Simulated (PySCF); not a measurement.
dibromo(difluoro)methane (CBr2F2), SMILES FC(F)(Br)Br. Atoms are numbered in the order given.

```xyz
5

F      0.0000     1.0711    -1.4352
C      0.0000     0.0000    -0.6639
F      0.0000    -1.0711    -1.4352
Br    -1.5993     0.0000     0.4259
Br     1.5993     0.0000     0.4259
```
Charge 0, spin multiplicity 1.

Coordinates come from a PBE0-D3(BJ)/def2-SVP optimisation.

All values below come from ωB97X/def2-TZVP (PySCF).

Symmetry labels are those of the subgroup C2v that the program uses (full group C2v).

Computed valence orbital energies around the gap with their symmetry:
```json
[
 {"orbital": "HOMO−7", "symmetry": "A2", "energy (eV)": "-16.29"},
 {"orbital": "HOMO−6", "symmetry": "B2", "energy (eV)": "-15.57"},
 {"orbital": "HOMO−5", "symmetry": "A1", "energy (eV)": "-15.27"},
 {"orbital": "HOMO−4", "symmetry": "B1", "energy (eV)": "-12.90"},
 {"orbital": "HOMO−3", "symmetry": "A1", "energy (eV)": "-12.16"},
 {"orbital": "HOMO−2", "symmetry": "B2", "energy (eV)": "-11.83"},
 {"orbital": "HOMO−1", "symmetry": "A2", "energy (eV)": "-11.32"},
 {"orbital": "HOMO", "symmetry": "B1", "energy (eV)": "-10.94"},
 {"orbital": "LUMO", "symmetry": "A1", "energy (eV)": "0.55"},
 {"orbital": "LUMO+1", "symmetry": "B1", "energy (eV)": "2.21"},
 {"orbital": "LUMO+2", "symmetry": "B2", "energy (eV)": "4.65"},
 {"orbital": "LUMO+3", "symmetry": "A1", "energy (eV)": "4.88"}
]
```
